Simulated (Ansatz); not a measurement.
Ansatz (an electronic-structure program) input (CCSD(T,full)/cc-pwCVTZ):
A basis named .json is the Basis Set Exchange file of that set.

Ansatz 0.2 input:
```yaml
crystal:
  periodic: [false, false, false]
  atoms:
    - {symbol: C, position_ang: [2.14400985, -0.03804076, 0.04470844]}
    - {symbol: C, position_ang: [0.99991470, -0.56907064, 0.36229140]}
    - {symbol: C, position_ang: [-0.32995321, 0.01869288, -0.01483141]}
    - {symbol: F, position_ang: [-0.22378005, 1.15405703, -0.71691960]}
    - {symbol: F, position_ang: [-1.04580237, -0.85532507, -0.75532112]}
    - {symbol: F, position_ang: [-1.06397830, 0.28577609, 1.08723308]}
    - {symbol: H, position_ang: [3.19418550, -0.23560928, 0.17742290]}
    - {symbol: H, position_ang: [0.92403292, -1.49445204, 0.93463525]}
basis:
  gaussian:
    orbitals: cc-pwCVTZ.json
magnetization: {spin_polarized: true, initial_magnetization: 1}
correlation: {method: ccsd_t, frozen_orbitals: {C: 0, F: 0, H: 0}}
```

End of the output:

```
integrals: 3.84 GiB planned
1732 factors; integrals over basis functions are off by at most 1.1e-3 eV
1.43 GiB of device memory are held for the factors and their scratch space
mean field: 1.55 GiB planned
mean field evaluation 1: about -11238.2456 eV, gradient 3.3e1 eV
mean field evaluation 2: about -11238.2534 eV, gradient 3.3e1 eV
mean field evaluation 4: about -11242.6555 eV, gradient 3.6e0 eV
mean field evaluation 8: about -11242.8413 eV, gradient 5.9e-1 eV
mean field evaluation 16: about -11242.9037 eV, gradient 1.5e-6 eV
mean field evaluation 32: about -11239.7005 eV, gradient 1.2e0 eV
mean field -11242.90371585 eV, -413.1690908438 hartree, gradient 1.7e-6 eV, S^2 0.937618; 1 other end points of the search recorded, 0 dependent functions left out
determinant -11242.90371585 eV, -413.1690908438 hartree, with singles and doubles -11284.48681450 eV, -414.6972415330 hartree
determinant -11239.73405176 eV, -413.0526078367 hartree, with singles and doubles -11281.12427336 eV, -414.5736704253 hartree
reference -11242.90371585 eV, -413.1690908438 hartree; 24, 23 occupied and 262, 263 virtual orbitals, 1732 factors
second order -40.84873529 eV of doubles, -0.00000000 eV of singles
coupled cluster: 39.24 GiB planned
cycle   1  -41.62461950 eV  change    -1.0e1 eV  update   3.3e-2
cycle   2  -41.76912446 eV  change   -1.4e-1 eV  update   7.8e-3
cycle   3  -41.76671066 eV  change    2.4e-3 eV  update   4.2e-3
cycle   4  -41.76941754 eV  change   -2.7e-3 eV  update   2.2e-3
cycle   5  -41.77308017 eV  change   -3.7e-3 eV  update   1.2e-3
cycle   6  -41.77552739 eV  change   -2.4e-3 eV  update   5.2e-4
cycle   7  -41.77621887 eV  change   -6.9e-4 eV  update   1.7e-4
cycle   8  -41.77633959 eV  change   -1.2e-4 eV  update   7.6e-5
cycle   9  -41.77637773 eV  change   -3.8e-5 eV  update   4.0e-5
coupled cluster: 39.24 GiB planned
perturbative correction -1.30790044 eV, -0.0480644546 hartree
Total energy: -11285.98799402 eV, -414.7524088629 hartree
```

It need not be the lowest isomer of its formula.

The determinant is spin-contaminated: <S^2> is 0.94 against 0.75 for a pure state.
